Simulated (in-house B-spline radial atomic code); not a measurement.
## LDA VWN5 excitations of Ca²⁺

Method: LDA VWN5. Computed with a B-spline radial code for spherical atoms: linear response of the closed shell [Ne] 3s2 3p6 with the functional's adiabatic kernel; scalar-relativistic (spin-free one-electron X2C), finite nucleus, no spin-orbit coupling, no double excitations, S, P, D and F terms only. Only terms of natural parity with L up to 3 were computed.

Command:
```bash
python run_td.py task.json out
```
Settings (radii: box in bohr, nucleus in fm):
```
Z                        20
electrons                18
configuration            [Ne] 3s2 3p6
hamiltonian              x2c
method                   lda,vwn
box_radius               29.48
rms_radius               3.4776
intervals                74
```

Run time, properties included: 0.7 s on 1 thread of Arm Neoverse N1 (shared host).

The lowest states, in the order of their Tamm-Dancoff energies; the method's threshold (minus the highest occupied level) is 43.12 eV. Labels give the largest channel, * marks a mixed state, and oscillator strengths are full-response dipole values. Semilocal kernels can invert the small singlet-triplet splittings of Rydberg terms. Energies in eV:

```json
{"state": "3p → 3d 3P", "full response": "25.244", "Tamm-Dancoff": "25.315", "oscillator strength": "-"}
{"state": "3p → 3d 3F", "full response": "?", "Tamm-Dancoff": "?", "oscillator strength": "-"}
{"state": "3p → 3d 1F", "full response": "27.647", "Tamm-Dancoff": "27.671", "oscillator strength": "-"}
{"state": "3p → 4s 3P", "full response": "28.472", "Tamm-Dancoff": "28.479", "oscillator strength": "-"}
{"state": "3p → 4s 1P", "full response": "?", "Tamm-Dancoff": "?", "oscillator strength": "?"}
{"state": "3p → 4p 3S", "full response": "32.11", "Tamm-Dancoff": "32.12", "oscillator strength": "-"}
{"state": "3p → 4p 3D", "full response": "32.43", "Tamm-Dancoff": "32.43", "oscillator strength": "-"}
{"state": "3p → 4p 1D", "full response": "32.56", "Tamm-Dancoff": "32.57", "oscillator strength": "-"}
{"state": "3p → 4p 1S", "full response": "33.85", "Tamm-Dancoff": "33.98", "oscillator strength": "-"}
{"state": "3p → 3d 1P", "full response": "33.48", "Tamm-Dancoff": "34.23", "oscillator strength": "3.12"}
```

Where does 3p → 3d 3F lie?

At 25.847 eV in full response, 25.896 eV in Tamm-Dancoff.

Where does 3p → 4s 1P lie?

At 28.819 eV in full response, 28.829 eV in Tamm-Dancoff, oscillator strength 0.493.

How large is the singlet-triplet splitting of 3p → 3d (F terms) in Tamm-Dancoff?

1.78 eV, from the unrounded values.

What polarisabilities and dispersion coefficient does the method give?

Dipole 3.346 bohr³, quadrupole 7.479 bohr⁵, C6 11.1 hartree·bohr⁶ for two such species.
